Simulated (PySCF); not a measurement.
H2BFO2 (SMILES OB(O)F), singlet, at a GFN2-xTB geometry; SA2-CASSCF(2,4)/cc-pVDZ in PySCF.

Input for PySCF:
```python
from pyscf import gto, scf, mcscf
import numpy

mol = gto.Mole()
mol.atom = '''
    B    -0.051595   -0.005556    0.010717
    F     1.269740    0.136724   -0.263732
    O    -0.417608   -0.736012    1.064566
    H     0.299629   -1.120068    1.568313
    O    -0.943826    0.589415   -0.781790
    H    -0.577850    1.090110   -1.510525
'''
mol.basis = 'cc-pvdz'
mol.charge = 0
mol.spin = 0
mol.verbose = 4
mol.build()

mf = scf.RHF(mol)
mf.kernel()
mc = mcscf.CASSCF(mf, 4, 2)
mc.fix_spin_(ss=0.0)
mc = mc.state_average_([0.5, 0.5])
mc.kernel()
```

What the program printed (banner, timings and long lists left out):

```
PySCF version 2.14.0

[INPUT] verbose = 4
[INPUT] num. atoms = 6
[INPUT] num. electrons = 32
[INPUT] charge = 0
[INPUT] spin (= nelec alpha-beta = 2S) = 0
[INPUT] symmetry False subgroup None
[INPUT] Mole.unit = angstrom
[INPUT] Symbol           X                Y                Z      unit          X                Y                Z       unit  Magmom
[...]
nuclear repulsion = 114.995453478427
number of shells = 26
number of NR pGTOs = 118
number of NR cGTOs = 66
basis = cc-pvdz
ecp = {}

******** <class 'pyscf.scf.hf.RHF'> ********
method = RHF
initial guess = minao
damping factor = 0
level_shift factor = 0
DIIS = <class 'pyscf.scf.diis.CDIIS'>
diis_start_cycle = 1
diis_space = 8
diis_damp = 0
SCF conv_tol = 1e-09
SCF conv_tol_grad = None
SCF max_cycles = 50
direct_scf = True
direct_scf_tol = 1e-13
Set gradient conv threshold to 3.16228e-05
Initial guess from minao.
init E= -275.716554907399
[...]
cycle= 1 E= -275.113186338334  delta_E= 0.603  |g|=  0.7  |ddm|= 2.17
[...]
cycle= 2 E= -275.189776182014  delta_E= -0.0766  |g|= 0.343  |ddm|= 0.616
[...]
cycle= 3 E= -275.209436888261  delta_E= -0.0197  |g|= 0.0447  |ddm|= 0.187
[...]
cycle= 4 E= -275.210009969715  delta_E= -0.000573  |g|= 0.00822  |ddm|= 0.0441
[...]
cycle= 5 E= -275.210036098606  delta_E= -2.61e-05  |g|= 0.00199  |ddm|= 0.0105
[...]
cycle= 6 E= -275.210037937488  delta_E= -1.84e-06  |g|= 0.000927  |ddm|= 0.003
[...]
cycle= 7 E= -275.210038163874  delta_E= -2.26e-07  |g|= 0.000198  |ddm|= 0.000848
[...]
cycle= 8 E= -275.210038183311  delta_E= -1.94e-08  |g|= 4.31e-05  |ddm|= 0.000315
[...]
cycle= 9 E= -275.210038184101  delta_E= -7.91e-10  |g|= 1.04e-05  |ddm|= 5.92e-05
[...]
Extra cycle  E= -275.210038184153  delta_E= -5.2e-11  |g|= 4.32e-06  |ddm|= 1.27e-05
converged SCF energy = -275.210038184153

******** <class 'pyscf.mcscf.addons.StateAverageCASSCF'> ********
CAS (1e+1e, 4o), ncore = 15, nvir = 47
max_cycle_macro = 50
max_cycle_micro = 4
conv_tol = 1e-07
conv_tol_grad = None
orbital rotation max_stepsize = 0.02
orbital rotation threshold for CI restart = 0.01
augmented hessian ah_max_cycle = 30
augmented hessian ah_conv_tol = 1e-12
augmented hessian ah_linear dependence = 1e-14
augmented hessian ah_level shift = 1e-08
augmented hessian ah_start_tol = 2.5
augmented hessian ah_start_cycle = 3
augmented hessian ah_grad_trust_region = 3
kf_trust_region = 3
kf_interval = 4
ci_response_space = 4
ci_grad_trust_region = 3
with_dep4 0
natorb = False
canonicalization = True
sorting_mo_energy = False
ao2mo_level = 2
internal_rotation = False
******** <class 'pyscf.mcscf.addons.StateAverageSpinPenaltyFCISolver'> ********
max. cycles = 50
conv_tol = 1e-08
davidson only = True
linear dependence = 1e-12
level shift = 0.001
max iter space = 12
nroots = 2
pspace_size = 400
spin = None
State-average over 2 states with weights [0.5, 0.5]
CASCI E = -274.986603173004  S^2 = 0.0000000
Set conv_tol_grad to 0.000316228
macro iter   1 ( 21 JK    4 micro), CASSCF E = -275.001686280084  dE = -1.50831071e-02  S^2 = 0.0000000
               |grad[o]|=0.207  |ddm|=0.00625  |maxRot[o]|= 0.31
macro iter   2 ( 21 JK    4 micro), CASSCF E = -275.010588405330  dE = -8.90212525e-03  S^2 = 0.0000000
               |grad[o]|=0.0609  |ddm|=0.0763  |maxRot[o]|= 0.26
macro iter   3 ( 21 JK    4 micro), CASSCF E = -275.028330085250  dE = -1.77416799e-02  S^2 = 0.0000000
               |grad[o]|=0.0633  |ddm|=0.199  |maxRot[o]|=0.199
macro iter   4 ( 21 JK    4 micro), CASSCF E = -275.035355449855  dE = -7.02536461e-03  S^2 = 0.0000000
               |grad[o]|=0.0631  |ddm|=0.0236  |maxRot[o]|=0.235
macro iter   5 ( 21 JK    4 micro), CASSCF E = -275.037230812193  dE = -1.87536234e-03  S^2 = 0.0000000
               |grad[o]|=0.0195  |ddm|=0.00744  |maxRot[o]|= 0.29
macro iter   6 ( 18 JK    4 micro), CASSCF E = -275.037766731169  dE = -5.35918976e-04  S^2 = 0.0000000
               |grad[o]|=0.00669  |ddm|=0.00672  |maxRot[o]|=0.133
macro iter   7 ( 20 JK    4 micro), CASSCF E = -275.037796076433  dE = -2.93452637e-05  S^2 = 0.0000000
               |grad[o]|=0.00309  |ddm|=0.00197  |maxRot[o]|=0.0203
macro iter   8 ( 26 JK    4 micro), CASSCF E = -275.037798607018  dE = -2.53058465e-06  S^2 = 0.0000000
               |grad[o]|=0.000703  |ddm|=0.000243  |maxRot[o]|=0.00969
macro iter   9 (  8 JK    1 micro), CASSCF E = -275.037798651422  dE = -4.44043735e-08  S^2 = 0.0000000
               |grad[o]|=0.000141  |ddm|=1.14e-05  |maxRot[o]|=0.00114
1-step CASSCF converged in   9 macro (177 JK  33 micro) steps
CASSCF canonicalization
Density matrix diagonal elements [1.48300685 0.3485695  0.15246484 0.0159588 ]
CASSCF energy = -275.037798651422
CASCI E = -275.037798651422  E(CI) = -1.49011752215404  S^2 = 0.0000000
CASCI state-averaged energy = -275.037798651422
CASCI energy for each state
  State 0 weight 0.5  E = -275.215898101671 S^2 = 0.0000000
  State 1 weight 0.5  E = -274.859699201173 S^2 = 0.0000000
```
